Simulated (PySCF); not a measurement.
Isomers of [C8H16OP]+ (charge +1), from PBE0-D3(BJ)/def2-SVP geometry optimisation, gas phase (PySCF 2.14.0). One conformer each, no zero-point energy, no frequencies.

Task: Which isomer lies lowest at this level?
A. `[CH2:1]=[C:2]([CH3:3])[P+:4]1([CH3:5])[CH2:6][CH2:7][O:8][CH2:9][CH2:10]1` (charge +1) with C1–C2–P4–C5 -153°, C2–P4–C6–C7 97°, P4–C6–C7–O8 -37°, C6–C7–O8–C9 85°, C7–O8–C9–C10 -47°: A = 1605, B = 989.1, C = 860.3 MHz, dipole 3.21 D
B. `[CH3:1][O:2][CH2:3][P@@H+:4]([CH3:5])[C:6]1=[CH:7][CH2:8][CH2:9][CH2:10]1` (charge +1) with C1–O2–C3–P4 178°, O2–C3–P4–C5 52°, C3–P4–C6–C7 -121°, C6–C7–C8–C9 13°, C7–C8–C9–C10 -21°, C8–C9–C10–C6 21°, P4–C6–C10–C9 169°: A = 2437, B = 547.6, C = 481.0 MHz, dipole 1.12 D
C. `[CH3:1][CH2:2][P+:3]1([CH3:4])[CH2:5][CH2:6][C:7](=[O:8])[CH2:9][CH2:10]1` (charge +1) with C1–C2–P3–C4 -177°, C2–P3–C5–C6 177°, P3–C5–C6–C7 -40°, C5–C6–C7–O8 157°, C6–C7–C9–C10 68°: A = 1935, B = 774.8, C = 736.3 MHz, dipole 5.72 D
D. `[CH2:1]1[CH2:2][CH:3]([PH+:4]2[CH2:5][CH2:6][O:7][CH2:8][CH2:9]2)[CH2:10]1` (charge +1) with C2–C3–P4–C5 171°, C10–C1–C2–C3 -11°, C1–C2–C3–P4 -105°, C3–P4–C5–C6 172°, P4–C5–C6–O7 1°: A = 2603, B = 683.2, C = 598.0 MHz, dipole 1.88 D
E. `[CH3:1]/[CH:2]=[CH:3]\[P@@H+:4]([CH2:5][CH3:6])[CH2:7][C:8]([CH3:9])=[O:10]` (charge +1) with C2–C3–P4–C5 133°, C3–P4–C5–C6 -178°, C3–P4–C7–C8 70°, P4–C7–C8–C9 -177°: A = 1082, B = 940.0, C = 567.6 MHz, dipole 3.11 D

Result: C. That is `CC[P+]1(C)CCC(=O)CC1`, 24.7 kcal/mol below the next.

```csv
SMILES,mapped SMILES,E (Eh),relative (kcal/mol),relative (kJ/mol),dipole about centre of mass (D)
CC[P+]1(C)CCC(=O)CC1,[CH3:1][CH2:2][P+:3]1([CH3:4])[CH2:5][CH2:6][C:7](=[O:8])[CH2:9][CH2:10]1,-729.90639,0.0,0.0,5.72
C=C(C)[P+]1(C)CCOCC1,[CH2:1]=[C:2]([CH3:3])[P+:4]1([CH3:5])[CH2:6][CH2:7][O:8][CH2:9][CH2:10]1,-729.86707,24.7,103.2,3.21
C/C=C\[P@@H+](CC)CC(C)=O,[CH3:1]/[CH:2]=[CH:3]\[P@@H+:4]([CH2:5][CH3:6])[CH2:7][C:8]([CH3:9])=[O:10],-729.86547,25.7,107.4,3.11
COC[P@@H+](C)C1=CCCC1,[CH3:1][O:2][CH2:3][P@@H+:4]([CH3:5])[C:6]1=[CH:7][CH2:8][CH2:9][CH2:10]1,-729.84770,36.8,154.1,1.12
C1CC([PH+]2CCOCC2)C1,[CH2:1]1[CH2:2][CH:3]([PH+:4]2[CH2:5][CH2:6][O:7][CH2:8][CH2:9]2)[CH2:10]1,-729.84601,37.9,158.5,1.88
```

As drawn, the highest has a four-membered ring, which the lowest lacks.
